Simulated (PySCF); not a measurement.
CdI, neutral, multiplicity 2. Atoms are numbered in the order given.

```xyz
2

Cd     0.0000     0.0000    -1.4462
I      0.0000     0.0000     1.3098
```
Charge 0, spin multiplicity 2.

Coordinates come from a B3LYP-D3(BJ)/def2-TZVP optimisation. The spin state was assumed, not searched. The def2 effective core potentials stand for the cores of Cd, I; spin–orbit coupling is left out.

All values below come from PySCF with PBE/def2-TZVPD.

Gas-phase values at a fixed geometry.

Computed frontier levels, dipole moment and polarisability:
```json
{
 "α spin, highest occupied and lowest empty level": "-5.50 and -1.75 eV",
 "β spin, highest occupied and lowest empty level": "-6.16 and -4.74 eV",
 "dipole_moment": "0.595 e·Å",
 "mean_static_polarisability": "84.0 bohr³ (12.45 Å³)",
 "polarisability_principal_values": "66.4, 66.4, 119.3 bohr³",
 "⟨S²⟩": "0.752 (pure state 0.75)"
}
```
